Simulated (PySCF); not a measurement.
# Li (lithium, neutral) across methods

[He] 2p1, 2P determinant (an excited configuration). All numbers are calculated (PySCF 2.14, the spin-free X2C one-electron Hamiltonian (Gaussian nucleus), in dyall-acv3z (15s9p3d, 57 functions)). The B2PLYP total includes its PT2 part (frozen core); its orbital energies are those of the SCF part.

```json
{"method": "PBE", "E (hartree)": "-7.4052", "mean ε 1s α (eV)": "-52.911", "mean ε 1s β (eV)": "-52.815", "mean ε 2p α (eV)": "-1.951", "Σ⟨r²⟩ (bohr²)": "25.78", "⟨S²⟩": "0.750"}
{"method": "r2SCAN", "E (hartree)": "-7.4208", "mean ε 1s α (eV)": "-54.543", "mean ε 1s β (eV)": "-54.499", "mean ε 2p α (eV)": "-1.930", "Σ⟨r²⟩ (bohr²)": "26.20", "⟨S²⟩": "0.750"}
{"method": "UHF", "E (hartree)": "-7.36574", "mean ε 1s α (eV)": "-68.885", "mean ε 1s β (eV)": "-68.850", "mean ε 2p α (eV)": "-3.502", "Σ⟨r²⟩ (bohr²)": "28.71", "⟨S²⟩": "0.750"}
{"method": "revPBE", "E (hartree)": "-7.4307", "mean ε 1s α (eV)": "-53.010", "mean ε 1s β (eV)": "-52.929", "mean ε 2p α (eV)": "-1.976", "Σ⟨r²⟩ (bohr²)": "25.72", "⟨S²⟩": "0.750"}
{"method": "PBE0", "E (hartree)": "-7.4074", "mean ε 1s α (eV)": "-57.063", "mean ε 1s β (eV)": "-56.982", "mean ε 2p α (eV)": "-2.410", "Σ⟨r²⟩ (bohr²)": "26.13", "⟨S²⟩": "0.750"}
{"method": "LDA", "E (hartree)": "-7.2856", "mean ε 1s α (eV)": "-52.195", "mean ε 1s β (eV)": "-52.114", "mean ε 2p α (eV)": "-1.870", "Σ⟨r²⟩ (bohr²)": "26.63", "⟨S²⟩": "0.750"}
{"method": "B2PLYP", "E (hartree)": "-7.4074", "mean ε 1s α (eV)": "-61.636", "mean ε 1s β (eV)": "-61.581", "mean ε 2p α (eV)": "-2.753", "Σ⟨r²⟩ (bohr²)": "26.75", "⟨S²⟩": "0.750"}
{"method": "BP86", "E (hartree)": "-7.4257", "mean ε 1s α (eV)": "-53.102", "mean ε 1s β (eV)": "-53.037", "mean ε 2p α (eV)": "-2.023", "Σ⟨r²⟩ (bohr²)": "25.85", "⟨S²⟩": "0.750"}
{"method": "B97-3", "E (hartree)": "-7.4314", "mean ε 1s α (eV)": "-57.560", "mean ε 1s β (eV)": "-57.549", "mean ε 2p α (eV)": "-2.406", "Σ⟨r²⟩ (bohr²)": "26.13", "⟨S²⟩": "0.750"}
```
